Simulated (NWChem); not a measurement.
# SnH₃I; SMILES [I][SnH3]

Results from NWChem. def2 effective core potentials on Sn, I; no spin-orbit coupling. Each level has its own optimisation; frequencies are unscaled.

```csv
level,r I–Sn (Å),r H–Sn (Å),highest harmonic frequency (cm⁻¹),lowest (cm⁻¹),zero-point energy (kcal/mol)
"Hartree-Fock/STO-3G (all-electron, non-relativistic)",2.687,?,?,?,?
"LDA (Slater exchange, VWN5)/def2-SVP (core potentials)",2.683,1.712,1905,209,12.5
PBE0/def2-SVP (core potentials),2.701,1.707,1962,208,13.0
```

Q: What belongs in the gaps?

A: 
- Hartree-Fock/STO-3G (all-electron, non-relativistic), r H–Sn (Å): 1.629
- Hartree-Fock/STO-3G (all-electron, non-relativistic), highest harmonic frequency (cm⁻¹): 2303
- Hartree-Fock/STO-3G (all-electron, non-relativistic), lowest (cm⁻¹): 257
- Hartree-Fock/STO-3G (all-electron, non-relativistic), zero-point energy (kcal/mol): 15.7
